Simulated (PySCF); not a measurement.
Al(Br)2(OH), SMILES [Br][Al]([OH])[Br] (HAlBr2O) (B3LYP/def2-SVP optimised geometry):

```
5

Al    -0.465    -0.138     0.000
Br    -1.559    -2.104     0.002
Br     1.785    -0.138     0.000
O     -1.303     1.286     0.000
H     -1.785     2.104     0.000
```

Calculation: B3LYP/def2-TZVP (PySCF).

**Question.** What are the frontier orbital energies and the dipole moment?

**Answer.** HOMO-2 -8.72 eV, HOMO-1 -8.46 eV, HOMO -8.14 eV, LUMO -1.46 eV, LUMO+1 -0.80 eV; dipole moment 2.15 D.

On the same geometry PySCF with PBE/def2-TZVP gives HOMO-2 -7.68 eV, HOMO-1 -7.47 eV, HOMO -7.11 eV, LUMO -2.04 eV, LUMO+1 -1.38 eV; dipole moment 2.09 D.

Meta-Löwdin charges at B3LYP/def2-TZVP: Al1 0.98, Br2 -0.29, Br3 -0.29, O4 -0.78, H5 0.38.
